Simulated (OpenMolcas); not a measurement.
Computed levels of Au3+

| Quantity | Value |
| --- | --- |
| Program | OpenMolcas 26.06 |
| Method | XMS-CASPT2, IPEA 0.25 Eh, imaginary shift 0.1 Eh (closed shells correlated: 5s 5p) |
| Basis | ANO-RCC-VTZP [8s7p5d3f1g] |
| Scalar Hamiltonian | DKH2, point nucleus |
| Active space | 8 electrons in 10 orbitals (5d 6d) |
| State averaging | 2S+1 = 3 even, 10 roots; 2S+1 = 1 even, 15 roots |
| Spin-orbit coupling | RASSI with atomic mean-field integrals over the reference wave functions, term energies averaged over their components |

With spin-orbit coupling, above the lowest level:

```tsv
Configuration	Term	J	E (eV)	Measured (eV)	g	Term weight %	Second
5d⁸	³F	4	0.0000	0.0000	1.239	95	5 ¹G
5d⁸	¹D	2	0.871		1.104	48	33 ³P
5d⁸	³F	3	1.547	1.5242	1.084	100	
5d⁸	³P	2	2.330		1.097	51	47 ³F
5d⁸	³P	0	2.351	2.2547		83	17 ¹S
5d⁸	³P	1	2.801	2.6644	1.501	100	
5d⁸	¹G	4	3.292	3.1867	1.012	95	5 ³F
5d⁸	¹D	2	3.903		0.966	50	34 ³F
5d⁸	¹S	0	7.066	6.8536		83	17 ³P
```

Against the 5 measured excited levels shown (Zainab et al., Astrophys. J. Suppl. Ser. 267, 12 (2023)) the mean absolute deviation is 920 cm-1; the largest miss in energy is 5d⁸ ¹S₀: computed 7.066, measured 6.8536 eV (+3.1 %), and the largest in proportion 5d⁸ ³P₁ (+5.1 %).

Spin-orbit coupling puts the lowest level 1.2001 eV below the lowest spin-free term.

A least-squares Racah fit to the terms below 60000 cm-1, each weighted by 2L + 1 and with a free common offset, gives B = 709 cm-1 and C = 3588 cm-1 (C/B = 5.06), with an rms deviation of 351 cm-1.

Term energies are means over components that CASPT2 splits; among the terms shown or strongly mixed into the levels shown the widest spread is 600 cm-1 (5d⁸ ¹G). Active for correlation alone: 6d; no level in the range computed is led by a configuration that fills it, so any true level of that kind is missing. Computed and measured levels are paired by configuration, term and J; levels that our copy of the source lacks, or whose pairing is in doubt (as where it misses far off the trend of its configuration), stay unpaired and out of the deviations. Only configurations of the active space appear. The first state left out of the spin-orbit step lies near 280000 cm-1 above the lowest spin-free state of the reference (among the parities and spins computed), and the list stops at four fifths of that energy or lower.

The CASPT2 steps took 10 min on 1 thread of Arm Neoverse V1 (shared host); the integral step is not counted.

The term weight is that of the spin-free term in the level, not the purity of its configuration.
